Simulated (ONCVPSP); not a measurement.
# What one change does to a pseudopotential (Nd, ONCV)

* Element: neodymium
* Generator: ONCVPSP 4.0.1
* Type: optimised norm-conserving Vanderbilt (ONCV)
* Functional: PBE
* Relativity: scalar-relativistic
* Frozen core: [Kr] 4d10 4f3
* Valence charge: 11
* Reference configuration: 5s2 5p6 5d1 6s2
* Partial waves: 5s+6s: rc 2.05 bohr, ncon 4, nbas 8, qcut 5.3 1/bohr, 2 projectors; 5p: rc 1.70 bohr, ncon 4, nbas 9, qcut 5.7 1/bohr, 1 projector; 5d: rc 3.05 bohr, ncon 4, nbas 9, qcut 6.1 1/bohr, 3 projectors, debl 3.6 Ha
* Local potential: polynomial inside 1.55 bohr (lpopt 4, dvloc0 1 Ha)
* Core correction: Teter function fitted to the true core (icmod 2), fcfact 0.25

Change: d: rc 3.98.

Cutoffs: the cutoffs (Ha) at which the residual kinetic energy of the hardest occupied pseudo-wave falls to 1 and 0.1 mHa per electron; they do not see the model core or the augmentation charge, which bear on the density cutoff. Errors are all-electron minus pseudo energies relative to the spin-unpolarised reference configuration.

Problem. How do hardness, ghosts and transferability respond?

Solution. The potential gets neither clearly harder nor softer (15 Ha and 39 Ha → 15 Ha and 39 Ha); a bound ghost appears in d, which as a rule spoils a file; of the 4 tests that both files solve, the error grows in 2 and shrinks in 1 by more than 15 % and 0.3 meV (median size 10.3 → 35.1 meV).

| quantity | base | changed |
| --- | --- | --- |
| cutoff, loose | 15 Ha | 15 Ha |
| cutoff, tight | 39 Ha | 39 Ha |
| loose cutoff by channel | s 11 Ha, p 15 Ha, d 7.6 Ha | s 11 Ha, p 15 Ha, d 7.8 Ha |
| bound ghosts | none | d |
| GHOST(+) flags under 300 eV | s at 151.5 eV | s at 151.5 eV |
| error for 5s2 5p6 5d1 6s1, meV [ΔE 6.26 eV] | -0.7 | -25 |
| error for 5s2 5p6 5d1 6s0, meV [ΔE 17.70 eV] | +2.7 | -143 |
| error for 5s2 5p6 5d0 6s0, meV [ΔE 37.20 eV] | -47 | -45 |
| error for 5s2 5p6 5d1 6s1 6p1, meV [ΔE 2.59 eV] | +18 | +11 |
| s: phases at 2.09 bohr within 0.05 rad from the reference energy up to (Ha; the scan ends near 5) | 4.8 | 4.8 |
| p: phases at 1.72 bohr within 0.05 rad from the reference energy up to (Ha; the scan ends near 5) | 1.8 | 1.8 |
| rms error of d²Exc/dni dnj with the model core, mHa | 0.40 | 0.40 |

 A true bound ghost makes a file unfit for plane-wave use even where its test errors are small: the radial tests pick states by their node count and pass the ghost by.
